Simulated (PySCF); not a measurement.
**Polarisability and C₆ of Co²⁺ (cobalt, charge +2)**

[Ar] 3d7, high-spin 4F determinant. Calculation: PySCF 2.14, in aug-cc-pwCVTZ-DK with one added diffuse shell each of s, p, d, f, g type (11s10p8d5f4g, 152 functions); the spin-free X2C one-electron Hamiltonian (Gaussian nucleus). Coupled (time-dependent) response in atomic units; α is the mean over directions.

```csv
method,mean α (bohr³),C₆ (like pair),S(−4)
UHF,2.935,8.250,3.895
```

S(−4) is the Cauchy moment in α(ω) = α(0) + S(−4) ω² + …

α(iu) at UHF:

| u (hartree) | α(iu) (bohr³) |
| --- | --- |
| 0 | 2.935 |
| 0.0500 | 2.926 |
| 0.100 | 2.897 |
| 0.200 | 2.794 |
| 0.300 | 2.648 |
| 0.500 | 2.321 |
| 0.750 | 1.956 |
| 1.00 | 1.667 |
| 1.50 | 1.254 |
| 2.00 | 0.9792 |
| 3.00 | 0.6438 |
| 5.00 | 0.3377 |

For an ion, C₆ is the dispersion term alone; charge-induced terms of lower order in 1/R come first.
